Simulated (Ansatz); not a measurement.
Geometry optimisation of the cluster LaB6⁺.

```yaml
crystal:
  periodic: [false, false, false]
  atoms:
    - {symbol: La, position_ang: [-2.869240, 0.196140, 0.463200]}
    - {symbol: B, position_ang: [1.043220, -1.190730, -0.303830]}
    - {symbol: B, position_ang: [-1.105030, 0.703710, -0.799990]}
    - {symbol: B, position_ang: [1.312070, 0.474670, 0.781080]}
    - {symbol: B, position_ang: [-0.456280, -0.756470, -0.535830]}
    - {symbol: B, position_ang: [2.272680, -0.291830, -0.135630]}
    - {symbol: B, position_ang: [-0.197420, 0.864520, 0.531000]}
basis:
  gaussian: {orbitals: def2-SVP}
total_charge: 1
hamiltonian: {xc: {name: B3LYP}, dispersion: d4}
scf: {lower_state_search: "off"}
output: {orbitals: {seedname: orbitals}}
relax: {f_tol: 0.02, max_steps: 100}
```

```sh
$ ansatz run in.yaml --threads 4 --pin off --events-out ev --progress --plain --max-ram 4787MiB
```

Output, abridged:

```
Functional definition: B3LYP
mean field -4898.92104367 eV, -180.0320277470 hartree, gradient 8.5e-6 eV, S^2 0.000000; 0 other end points of the search recorded, 0 dependent functions left out
relax step   1: F+E_penalty+E_count = -4899.37645744 eV  Δ(F+E_penalty+E_count) = +0.000e0 eV  max|allowed force component| = 2.411e0 eV/Å  Δτ_max = 0.0000 Å  (30 SCF iters, accepted)
mean field -4899.67310511 eV, -180.0596654950 hartree, gradient 3.1e-6 eV, S^2 0.000000; 0 other end points of the search recorded, 0 dependent functions left out
relax step   2: F+E_penalty+E_count = -4900.13636590 eV  Δ(F+E_penalty+E_count) = -7.599e-1 eV  max|allowed force component| = 1.476e0 eV/Å  Δτ_max = 0.1998 Å  (31 SCF iters, accepted)
mean field -4900.05440913 eV, -180.0736781595 hartree, gradient 2.6e-6 eV, S^2 0.000000; 0 other end points of the search recorded, 0 dependent functions left out
relax step   3: F+E_penalty+E_count = -4900.54845792 eV  Δ(F+E_penalty+E_count) = -4.121e-1 eV  max|allowed force component| = 1.201e0 eV/Å  Δτ_max = 0.1968 Å  (31 SCF iters, accepted)
mean field -4900.27956911 eV, -180.0819526361 hartree, gradient 2.1e-6 eV, S^2 0.000000; 0 other end points of the search recorded, 0 dependent functions left out
relax step   4: F+E_penalty+E_count = -4900.76682654 eV  Δ(F+E_penalty+E_count) = -2.184e-1 eV  max|allowed force component| = 9.552e-1 eV/Å  Δτ_max = 0.1997 Å  (32 SCF iters, accepted)
mean field -4900.35459231 eV, -180.0847096879 hartree, gradient 1.6e-6 eV, S^2 0.000000; 0 other end points of the search recorded, 0 dependent functions left out
relax step   5: F+E_penalty+E_count = -4900.85394816 eV  Δ(F+E_penalty+E_count) = -8.712e-2 eV  max|allowed force component| = 1.051e0 eV/Å  Δτ_max = 0.1947 Å  (32 SCF iters, accepted)
mean field -4900.40242251 eV, -180.0864674151 hartree, gradient 2.8e-6 eV, S^2 0.000000; 0 other end points of the search recorded, 0 dependent functions left out
relax step   6: F+E_penalty+E_count = -4900.88087704 eV  Δ(F+E_penalty+E_count) = -2.693e-2 eV  max|allowed force component| = 1.478e0 eV/Å  Δτ_max = 0.1998 Å  (36 SCF iters, accepted)
mean field -4900.53179346 eV, -180.0912217100 hartree, gradient 3.1e-6 eV, S^2 0.000000; 0 other end points of the search recorded, 0 dependent functions left out
relax step   7: F+E_penalty+E_count = -4900.99828012 eV  Δ(F+E_penalty+E_count) = -1.174e-1 eV  max|allowed force component| = 1.055e0 eV/Å  Δτ_max = 0.1486 Å  (31 SCF iters, accepted)
mean field -4900.49933372 eV, -180.0900288363 hartree, gradient 2.1e-6 eV, S^2 0.000000; 0 other end points of the search recorded, 0 dependent functions left out
relax step   8: F+E_penalty+E_count = -4900.97512586 eV  Δ(F+E_penalty+E_count) = +2.315e-2 eV  max|allowed force component| = 1.232e0 eV/Å  Δτ_max = 0.1935 Å  (35 SCF iters, rejected (line search))
mean field -4900.62285277 eV, -180.0945680777 hartree, gradient 1.4e-6 eV, S^2 0.000000; 0 other end points of the search recorded, 0 dependent functions left out
relax step   9: F+E_penalty+E_count = -4901.10731399 eV  Δ(F+E_penalty+E_count) = -1.090e-1 eV  max|allowed force component| = 3.969e-1 eV/Å  Δτ_max = 0.0942 Å  (32 SCF iters, accepted)
mean field -4900.67095799 eV, -180.0963359119 hartree, gradient 2.4e-6 eV, S^2 0.000000; 0 other end points of the search recorded, 0 dependent functions left out
relax step  10: F+E_penalty+E_count = -4901.15693319 eV  Δ(F+E_penalty+E_count) = -4.962e-2 eV  max|allowed force component| = 3.904e-1 eV/Å  Δτ_max = 0.0974 Å  (31 SCF iters, accepted)
mean field -4900.72368135 eV, -180.0982734600 hartree, gradient 2.9e-6 eV, S^2 0.000000; 0 other end points of the search recorded, 0 dependent functions left out
relax step  11: F+E_penalty+E_count = -4901.21090736 eV  Δ(F+E_penalty+E_count) = -5.397e-2 eV  max|allowed force component| = 4.473e-1 eV/Å  Δτ_max = 0.1453 Å  (32 SCF iters, accepted)
mean field -4900.81765443 eV, -180.1017269070 hartree, gradient 2.2e-6 eV, S^2 0.000000; 0 other end points of the search recorded, 0 dependent functions left out
relax step  12: F+E_penalty+E_count = -4901.30069327 eV  Δ(F+E_penalty+E_count) = -8.979e-2 eV  max|allowed force component| = 3.521e-1 eV/Å  Δτ_max = 0.1957 Å  (37 SCF iters, accepted)
mean field -4900.91718483 eV, -180.1053845814 hartree, gradient 2.0e-6 eV, S^2 0.000000; 0 other end points of the search recorded, 0 dependent functions left out
relax step  13: F+E_penalty+E_count = -4901.39534537 eV  Δ(F+E_penalty+E_count) = -9.465e-2 eV  max|allowed force component| = 3.890e-1 eV/Å  Δτ_max = 0.1907 Å  (37 SCF iters, accepted)
mean field -4901.01193065 eV, -180.1088664263 hartree, gradient 2.1e-6 eV, S^2 0.000000; 0 other end points of the search recorded, 0 dependent functions left out
relax step  14: F+E_penalty+E_count = -4901.48448289 eV  Δ(F+E_penalty+E_count) = -8.914e-2 eV  max|allowed force component| = 2.151e-1 eV/Å  Δτ_max = 0.2000 Å  (37 SCF iters, accepted)
mean field -4901.06124752 eV, -180.1106787878 hartree, gradient 2.3e-6 eV, S^2 0.000000; 0 other end points of the search recorded, 0 dependent functions left out
relax step  15: F+E_penalty+E_count = -4901.53079914 eV  Δ(F+E_penalty+E_count) = -4.632e-2 eV  max|allowed force component| = 2.508e-1 eV/Å  Δτ_max = 0.1953 Å  (37 SCF iters, accepted)
mean field -4901.07239335 eV, -180.1110883896 hartree, gradient 1.3e-6 eV, S^2 0.000000; 0 other end points of the search recorded, 0 dependent functions left out
relax step  16: F+E_penalty+E_count = -4901.54193769 eV  Δ(F+E_penalty+E_count) = -1.114e-2 eV  max|allowed force component| = 2.269e-1 eV/Å  Δτ_max = 0.1883 Å  (32 SCF iters, accepted)
mean field -4901.06078490 eV, -180.1106617867 hartree, gradient 9.9e-6 eV, S^2 0.000000; 0 other end points of the search recorded, 0 dependent functions left out
relax step  17: F+E_penalty+E_count = -4901.52735944 eV  Δ(F+E_penalty+E_count) = +1.458e-2 eV  max|allowed force component| = 7.535e-1 eV/Å  Δτ_max = 0.0427 Å  (27 SCF iters, rejected (line search))
mean field -4901.08042363 eV, -180.1113834969 hartree, gradient 1.8e-6 eV, S^2 0.000000; 0 other end points of the search recorded, 0 dependent functions left out
relax step  18: F+E_penalty+E_count = -4901.55007125 eV  Δ(F+E_penalty+E_count) = -8.134e-3 eV  max|allowed force component| = 1.722e-1 eV/Å  Δτ_max = 0.0208 Å  (30 SCF iters, accepted)
mean field -4901.08031270 eV, -180.1113794203 hartree, gradient 1.8e-6 eV, S^2 0.000000; 0 other end points of the search recorded, 0 dependent functions left out
relax step  19: F+E_penalty+E_count = -4901.54752019 eV  Δ(F+E_penalty+E_count) = +2.551e-3 eV  max|allowed force component| = 1.959e-1 eV/Å  Δτ_max = 0.0269 Å  (32 SCF iters, rejected (line search))
mean field -4901.08267893 eV, -180.1114663775 hartree, gradient 1.8e-6 eV, S^2 0.000000; 0 other end points of the search recorded, 0 dependent functions left out
relax step  20: F+E_penalty+E_count = -4901.55213021 eV  Δ(F+E_penalty+E_count) = -2.059e-3 eV  max|allowed force component| = 2.859e-2 eV/Å  Δτ_max = 0.0131 Å  (33 SCF iters, accepted)
mean field -4901.08233158 eV, -180.1114536127 hartree, gradient 1.8e-6 eV, S^2 0.000000; 0 other end points of the search recorded, 0 dependent functions left out
relax step  21: F+E_penalty+E_count = -4901.55206422 eV  Δ(F+E_penalty+E_count) = +6.599e-5 eV  max|allowed force component| = 1.139e-1 eV/Å  Δτ_max = 0.0106 Å  (33 SCF iters, rejected (line search))
mean field -4901.08297757 eV, -180.1114773523 hartree, gradient 9.6e-6 eV, S^2 0.000000; 0 other end points of the search recorded, 0 dependent functions left out
relax step  22: F+E_penalty+E_count = -4901.55239940 eV  Δ(F+E_penalty+E_count) = -2.692e-4 eV  max|allowed force component| = 1.094e-2 eV/Å  Δτ_max = 0.0052 Å  (32 SCF iters, accepted)
Total energy: -4901.55267825 eV, -180.1287385341 hartree
Atom 0 at    -3.119463     1.091021     0.711802 Å, force     0.009045    -0.007137    -0.001506 eV/Å
Atom 1 at     1.611959    -0.810896    -0.908877 Å, force     0.003888     0.008162     0.000601 eV/Å
Atom 2 at    -1.519649     0.070138    -0.626709 Å, force    -0.004923     0.004285     0.001628 eV/Å
Atom 3 at     1.035653     0.068632     0.697432 Å, force     0.002349     0.005093     0.001630 eV/Å
Atom 4 at     0.099973    -0.380239    -0.767377 Å, force    -0.002849    -0.010937    -0.004078 eV/Å
Atom 5 at     2.445388    -0.437181     0.300893 Å, force    -0.008132    -0.007128     0.001407 eV/Å
Atom 6 at    -0.553861     0.398535     0.592836 Å, force     0.000623     0.007662     0.000318 eV/Å
Dipole moment:    -1.138155     0.570378     0.619578 e Å
Checks for a lower state left out: stability, starts, cluster_reference, orbital_swaps, neighbouring_geometries, increment
```

Run time 91 s (4 threads of Intel Xeon on a shared host).

In the def2 sets La takes a core potential; there is no spin–orbit coupling. Another isomer (singlet) lies 0.10 eV lower at PBE0-D4/def2-TZVP.
